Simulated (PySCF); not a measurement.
# Electron correlation in Mn²⁺ (manganese, charge +2)

[Ar] 3d4 4p1, one real determinant (an excited configuration). Computed with PySCF 2.14 in aug-cc-pVTZ (8s7p5d3f2g, 93 functions), with no relativity, point nucleus. Frozen: [Ar]; 5 electrons correlated.

MP2 pair energies summed by pair of shells (mhartree):

| pair | energy | share (%) |
| --- | --- | --- |
| 3d-3d | -39.30 | 82.2 |
| 3d-4p | -8.53 | 17.8 |

Total MP2 correlation energy: -47.83 mhartree.

Same-spin part -47.83 and opposite-spin part 0.00 mhartree; SCS-MP2 scales them by 1/3 and 6/5 to -15.94 mhartree.

The reference is one real determinant that mixes LS terms of this configuration.
